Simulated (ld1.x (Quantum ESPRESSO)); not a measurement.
## Before and after: RRKJ potential for terbium (Tb)

```json
{
  "Element": "terbium (Tb)",
  "Generator": "ld1.x (Quantum ESPRESSO) 7.5",
  "Type": "norm-conserving RRKJ (Kleinman–Bylander form)",
  "Functional": "PBE",
  "Relativity": "scalar-relativistic",
  "Frozen core": "[Kr] 4d10 4f8",
  "Valence charge": "11",
  "Reference configuration": "5s2 5p6 5d1 6s0 6p0 (charge +2)",
  "Partial waves": "5p (bound): rc 2.20 bohr; 5d (bound): rc 2.45 bohr; 5f channel at 0.2 Ry: rc 2.45 bohr; 5s (bound): rc 2.30 bohr",
  "Local potential": "the s channel",
  "Core correction": "a·sin(br)/r model core, default radius (core density twice the valence density)"
}
```

All-electron outer shells of the reference configuration (PBE, scalar-relativistic, ld1.x):

```tsv
shell	level (eV)	outermost node (bohr)	outermost maximum (bohr)
5s	-65.20	0.64	1.18
5p	-41.76	0.69	1.33
4f	-22.88	–	0.55
6s	-15.24	1.56	3.01
5d	-15.18	0.77	1.85
6p	-10.83	1.84	3.72
```

Change: all radii but the core radius scaled by about 1.07 (s 2.46, p 2.34, d 2.62, f 2.62 bohr).

Cutoffs: the cutoffs (Ry, on a coarse ladder) from which the occupation-weighted sum of valence levels, in a spherical-Bessel basis at the reference potential, stays within 10 and 1 mRy of its value at 400 Ry; they do not see the model core or the augmentation charge, which bear on the density cutoff. Errors are all-electron minus pseudo energies relative to the spin-unpolarised reference configuration.

How do hardness, ghosts and transferability respond?

The potential gets softer (21 Ry and 35 Ry → 18 Ry and 25 Ry); a bound ghost appears in p, which as a rule spoils a file; the number of tests that count goes from 6 to 4; of the 3 tests that both files solve, the error grows in 3 and shrinks in 0 by more than 15 % and 0.3 meV (median size 2063.0 → 2733.4 meV). A larger radius leaves more room for a smooth pseudo-wave, so fewer plane waves are needed. More of the atom is replaced by a form fitted at one configuration, so other configurations suffer.

```csv
quantity,base,changed
"cutoff, loose",21 Ry,18 Ry
"cutoff, tight",35 Ry,25 Ry
loose cutoff by channel (10 mRy a level),"p 12 Ry, d 15 Ry, s 15 Ry","p 15 Ry, d 15 Ry, s 8 Ry"
bound ghosts,none,p
"tests counted (converged, no solver errors)",6 of 7,4 of 7
"error for 5s2 5p6 5d1 6s1 6p0, meV [ΔE -12.26 eV]",+2063,+2733
"error for 5s2 5p6 5d0 6s0 6p0, meV [ΔE 19.88 eV]",-62,-118
"error for 5s2 5p5 5d1 6s2 6p0, meV [ΔE 13.98 eV]",+5294,+6958
```

Base: Tests not counted: 5s2 5p6 5d1 6s2 6p0 (solver errors, printed error -977 eV). These tests converged, but a pseudo level misses the all-electron one widely, so the file describes the atom poorly there or has found another state: 5s2 5p6 5d0 6s0 6p0: empty 6s by 4.0 eV; 5s2 5p6 5d2 6s1 6p0: 6s by 1.1 eV; 5s2 5p6 5d1 6s1 6p1: 6s by 1.4 eV. Changed file: Tests not counted: 5s2 5p6 5d1.5 6s1.5 6p0 (pseudo-atom not self-consistent, printed error -977 eV); 5s2 5p6 5d2 6s1 6p0 (solver errors, printed error -978 eV); 5s2 5p6 5d1 6s1 6p1 (solver errors, printed error +856 meV). These tests converged, but a pseudo level misses the all-electron one widely, so the file describes the atom poorly there or has found another state: 5s2 5p6 5d1 6s2 6p0: 5p by 2.7 eV (a node warning on the way); 5s2 5p6 5d1 6s1 6p0: 6s by 1.9 eV; 5s2 5p6 5d0 6s0 6p0: empty 6s by 5.3 eV; 5s2 5p5 5d1 6s2 6p0: 5p by 2.9 eV. A true bound ghost makes a file unfit for plane-wave use even where its test errors are small: the radial tests pick states by their node count and pass the ghost by. Where a test does run into it, the solver fails or the error is huge.
